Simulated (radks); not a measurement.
Values are calculated unless marked as measured or tabulated.
Kinetic energies: the exact non-interacting value of the Kohn-Sham orbitals and orbital-free approximations, in hartree. Species: Ti12+ [Ne]; Si12+ [He]; F5+ [He] 2s2. Level of theory: non-relativistic Kohn-Sham, exchange-only B88, spin-polarised, spherical densities, point nucleus (a radial shooting solver on a logarithmic mesh with Libxc functionals). Every spin shell is full or empty, so the densities are truly spherical. Functionals are evaluated on that one density, not self-consistently.

| functional | Ti12+ | Si12+ | F5+ |
|---|---|---|---|
| exact | 790.712 | 187.295 | 87.9230 |
| Thomas-Fermi | 737.74 | 171.35 | 78.469 |
| von Weizsacker | 471.42 | 187.30 | 78.170 |
| TF + vW | 1209.2 | 358.65 | 156.64 |
| TF + vW/9 | 790.12 | 192.16 | 87.155 |
| TF + vW/5 | 832.02 | 208.81 | 94.103 |
| LC94 | 795.19 | 191.24 | 87.190 |
| APBEK | 795.91 | 190.96 | 87.216 |
| revAPBEK | 798.68 | 192.63 | 87.890 |
| Perdew 92 | 790.22 | 192.20 | 87.172 |
| Thakkar | 793.09 | 191.62 | 87.353 |
| Pearson | 781.87 | 182.69 | 83.606 |
| LKT | 1033.1 | 304.14 | 132.05 |
| PG1 | 988.77 | 290.38 | 125.73 |
| DePristo-Kress | 795.39 | 192.46 | 86.056 |
| Ernzerhof | 796.47 | 199.44 | 88.864 |
